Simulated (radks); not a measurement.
Initial-state core-level shifts of the erbium ion Er+ when its valence configuration changes from [Xe] 4f12 6s1. Method: scalar-relativistic Kohn-Sham, PBE, spin-unpolarised, spherical densities, point nucleus; computed with a radial shooting solver on a logarithmic mesh with Libxc functionals. Shifts are changes of the shell-averaged eigenvalues in eV (positive: less bound).

valence                1s       3s       4s       4d
4f11 6s1 6p1      -10.266  -11.532  -11.258  -10.918
4f12 5d1           +1.419   +1.439   +1.462   +1.491
4f10 5d1 6s1 6p1  -18.045  -20.929  -20.094  -19.236
4f9 5d2 6s1 6p1   -26.539  -31.340  -29.658  -28.165
4f11 5d1 6s1       -6.689   -7.936   -7.643   -7.273
4f11.5 6s1.5       -4.183   -4.774   -4.667   -4.515
4f11.5 5d0.5 6s1   -3.220   -3.797   -3.679   -3.512
4f11 6s2           -8.856  -10.142   -9.862   -9.519
4f10.5 6s1.5 6p1  -15.328  -17.386  -16.867  -16.297
